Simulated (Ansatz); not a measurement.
Total energies of the cluster Be3Se2 (the lowest singlet isomer of a short search) from Ansatz at r2SCAN-D4/def2-TZVP, gas phase (1 Eh = 27.2114 eV = 2625.5 kJ/mol). The reference geometry is relaxed at r2SCAN-D4/def2-SVP.

Cartesian coordinates in Å:
```
Be -0.891 -0.097 0.139
Be 0.903 0.533 -1.099
Be 1.283 -0.296 0.758
Se -1.026 0.755 -1.749
Se -0.269 -0.896 1.951
```

```csv
state,geometry,energy (Eh)
charge 0 singlet,reference,-4847.42485
charge 1 doublet,reference,-4847.11561
charge 0 triplet,relaxed at r2SCAN-D4/def2-SVP,-4847.35946
charge 0 quintet,relaxed at r2SCAN-D4/def2-SVP,-4847.26008
free Be atom (singlet),–,-14.64790
free Se atom (triplet),–,-2401.47526
```

(1) Work out the vertical ionisation energy to the doublet.

(2) Which of the charge 0 states is lowest, and how far above it are the others?

(3) What is the binding energy per atom against free atoms?

(1) E(charge 1 doublet) − E(charge 0 singlet) = -4847.11561 − (-4847.42485) = 0.30924 Eh = 8.41 eV. For comparison, −ε of the highest occupied level is 5.97 eV at this level, 2.44 eV less.

(2) The singlet. triplet: -4847.35946 − (-4847.42485) = 0.06539 Eh = 171.7 kJ/mol; quintet: -4847.26008 − (-4847.42485) = 0.16477 Eh = 432.6 kJ/mol.

(3) Atoms: 3 × (-14.64790) + 2 × (-2401.47526) = -4846.89422 Eh. Binding: -4846.89422 − (-4847.42485) = 0.53063 Eh = 14.44 eV, or 2.89 eV for each of 5 atoms (no zero-point energy, no counterpoise term).

The structure comes from a short search, and lower isomers may exist.
